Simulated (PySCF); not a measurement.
Cyclazine, SMILES C1C2N3C(C=CC=2)=CC=CC3=CC=1 (GFN2-xTB optimised geometry):

```
22

C      1.756     2.419     0.000
C      2.437     1.221     0.000
C      1.740     0.000     0.000
C      2.437    -1.221     0.000
C      1.756    -2.419     0.000
C      0.379    -2.409     0.000
C     -0.330    -1.195     0.000
C     -1.736    -1.188     0.000
C     -2.434     0.000     0.000
C     -1.736     1.188     0.000
C     -0.330     1.195     0.000
C      0.379     2.409     0.000
N      0.360     0.000     0.000
H      2.296     3.354     0.000
H      3.513     1.186     0.000
H      3.513    -1.186     0.000
H      2.296    -3.354     0.000
H     -0.190    -3.324     0.000
H     -2.244    -2.138     0.000
H     -3.513     0.000     0.000
H     -2.244     2.138     0.000
H     -0.190     3.324     0.000
```

Method: CAM-B3LYP/def2-SVP (PySCF).

What are the frontier orbital energies and the dipole moment?

HOMO-2 -8.72 eV, HOMO-1 -8.72 eV, HOMO -5.04 eV, LUMO -0.49 eV, LUMO+1 0.74 eV; dipole moment 0.00 D.

On the same geometry PySCF with PBE/def2-SVP gives HOMO-2 -6.44 eV, HOMO-1 -6.44 eV, HOMO -3.50 eV, LUMO -2.30 eV, LUMO+1 -1.12 eV; dipole moment 0.00 D.

Meta-Löwdin charges at CAM-B3LYP/def2-SVP: C1 -0.05, C2 -0.21, C3 0.13, C4 -0.21, C5 -0.05, C6 -0.21, C7 0.13, C8 -0.21, C9 -0.05, C10 -0.21, C11 0.13, C12 -0.21, N13 0.04, H14 0.11, H15 0.11, H16 0.11, H17 0.11, H18 0.11, H19 0.11, H20 0.11, H21 0.11, H22 0.11.
